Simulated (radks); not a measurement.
All-electron atom: Te XXX in [Ar] 3d5. Method: Dirac Kohn-Sham, BLYP, spin-unpolarised, spherical densities, finite nucleus; open shells are shared between the two j in proportion to 2j + 1; Fermi nuclear charge, rms radius 4.7423 fm; computed with a radial shooting solver on a logarithmic mesh with Libxc functionals.

Radial electron density D(r) = 4 pi r^2 rho(r):

r (bohr),D(r) (e/bohr)
0.001676,4.435
0.001875,5.345
0.002081,6.342
0.002327,7.605
0.002603,9.091
0.002911,10.83
0.00323,12.70
0.003613,15.02
0.004042,17.67
0.004521,20.68
0.005016,23.81
0.00561,27.54
0.006275,31.63
0.007019,36.02
0.007788,40.33
0.008711,45.11
0.009744,49.91
0.0109,54.56
0.01219,58.86
0.01353,62.34
0.01513,65.33
0.01692,67.36
0.01893,68.28
0.021,68.12
0.02349,66.94
0.02628,64.97
0.02939,62.66
0.03261,60.68
0.03648,59.36
0.0408,59.44
0.04563,61.33
0.05063,64.76
0.05664,69.89
0.06335,75.65
0.07085,80.76
0.07862,83.69
0.08794,83.78
0.09836,80.14
0.11,73.17
0.1231,64.28
0.1365,56.13
0.1527,49.52
0.1708,46.53
0.1911,47.25
0.212,49.95
0.2371,52.71
0.2652,52.84
0.2967,48.87
0.3292,41.61
0.3682,31.46
0.4118,21.08
0.4606,12.39
0.5111,6.654
0.5717,2.933
0.6395,1.091
0.7153,0.3374
0.7936,0.09493
0.8877,0.01967
0.9929,0.003176

D(r) has 3 maxima, at r = 0.0195, 0.0831, 0.253 bohr, and minima at 0.0383, 0.176 bohr, inside which lie 2.03, 11.12 electrons.
